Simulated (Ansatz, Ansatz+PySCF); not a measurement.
```csv
atom,x (Å),y (Å),z (Å)
S,0.0000,0.0000,-0.4010
O,0.0000,1.3505,0.4010
O,0.0000,-1.3505,0.4010
```

Basis set: def2-SVP (spherical functions). Correlated methods keep 7 orbitals frozen. Charge 0, multiplicity 1.

Computed with Ansatz (development build ahead of 0.2.0); each method stands on the lowest determinant of its kind that the runs found. Restricted open shells among the atoms or ions are ROHF, correlated in semicanonical orbitals with singles.

The atomization energy at this shape (free ground-state atoms in the same class of orbitals less the molecule, no zero-point energy) of singlet SO₂:

```
      method  atomization energy
UHF-CCSDT(Q)     194.95 kcal/mol
    RHF-CCSD     173.99 kcal/mol
 UHF-CCSD(T)     186.34 kcal/mol
    UHF-CCSD     172.36 kcal/mol
     RHF-MP2     214.03 kcal/mol
     UHF-MP2     169.93 kcal/mol
         UHF      60.94 kcal/mol
         RHF      48.52 kcal/mol
```

Problem. What does RHF-CCSD(T) give?

Solution. 190.69 kcal/mol. Caution: the shape is not the minimum. Caution for UHF-CCSDT(Q), UHF-CCSD(T), UHF-CCSD, UHF-MP2, UHF: the determinant breaks the point group; the unrestricted determinant is a mixture of spin states. Caution for RHF-CCSD(T), RHF-CCSD, RHF-MP2, RHF: an unrestricted determinant lies well below. Caution for UHF-CCSD(T), UHF-MP2: another reference gives a lower total. Caution for UHF-CCSD(T), UHF-CCSD: the program doubts this total.
